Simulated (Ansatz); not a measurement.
Harmonic frequencies (cm⁻¹) at PBE0-D4/def2-TZVP from Ansatz: 78, 161, 162, 164, 176, 176, 192, 192, 252, 253, 276, 643, 712, 712, 723, 4012, 4012, 4017.

Each molecule was computed in one conformer, which needn't be the lowest.

Task: Which molecule is it?
A. `[SH][Zr]([Cl])([Cl])[Cl]`
B. `C#[C][Zr]([OH])([OH])[F]`
C. `O=C=[N][Zr]([Cl])([Cl])[N]=C=O`
D. `[OH][Zr]([OH])([OH])[F]`

Result: D.
